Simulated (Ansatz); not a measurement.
Relaxation of ClF3H2NTi (8 atoms, charge 0, multiplicity 2), to a largest force component of 0.03 eV/Å in at most 50 steps.

Computed with Ansatz, UKS PBE/def2-SVP.

```xyz
8
Properties=species:S:1:pos:R:3
Ti 0.013 -0.003 -0.102
F -0.098 0.004 1.699
N 1.788 -0.002 -0.651
H 2.352 -0.844 -0.821
H 2.356 0.844 -0.777
F -0.722 1.467 -0.702
F -0.720 -1.471 -0.704
Cl 0.134 0.005 4.389
```

Where does it end, and by what steps?

The run converged. After 11 steps the energy has fallen by 0.064 eV; Cl8 moved furthest, 1.44 Å.

```json
{"step": "0", "energy less start (eV)": "0.0000", "largest force component (eV/Å)": "0.753", "accepted": "yes"}
{"step": "1", "energy less start (eV)": "-0.0148", "largest force component (eV/Å)": "0.335", "accepted": "yes"}
{"step": "2", "energy less start (eV)": "-0.0257", "largest force component (eV/Å)": "0.200", "accepted": "yes"}
{"step": "3", "energy less start (eV)": "-0.0320", "largest force component (eV/Å)": "0.218", "accepted": "yes"}
{"step": "4", "energy less start (eV)": "-0.0387", "largest force component (eV/Å)": "0.241", "accepted": "yes"}
{"step": "5", "energy less start (eV)": "-0.0450", "largest force component (eV/Å)": "0.237", "accepted": "yes"}
{"step": "6", "energy less start (eV)": "-0.0529", "largest force component (eV/Å)": "0.064", "accepted": "yes"}
{"step": "7", "energy less start (eV)": "-0.0580", "largest force component (eV/Å)": "0.055", "accepted": "yes"}
{"step": "8", "energy less start (eV)": "-0.0619", "largest force component (eV/Å)": "0.049", "accepted": "yes"}
{"step": "9", "energy less start (eV)": "-0.0639", "largest force component (eV/Å)": "0.056", "accepted": "yes"}
{"step": "10", "energy less start (eV)": "-0.0643", "largest force component (eV/Å)": "0.084", "accepted": "yes"}
{"step": "11", "energy less start (eV)": "-0.0644", "largest force component (eV/Å)": "0.028", "accepted": "yes"}
```

```xyz
8
Properties=species:S:1:pos:R:3
Ti -0.155 -0.003 -0.151
F -0.653 -0.023 1.569
N 1.696 -0.003 -0.262
H 2.279 -0.848 -0.214
H 2.280 0.839 -0.189
F -0.741 1.481 -0.872
F -0.742 -1.470 -0.904
Cl 1.139 0.028 3.353
```

Whether the end is a true minimum wasn't checked by a vibrational analysis.

Run time: 38 s on 4 threads of Arm Neoverse V2, on a shared host, peak memory 0.3 GiB.
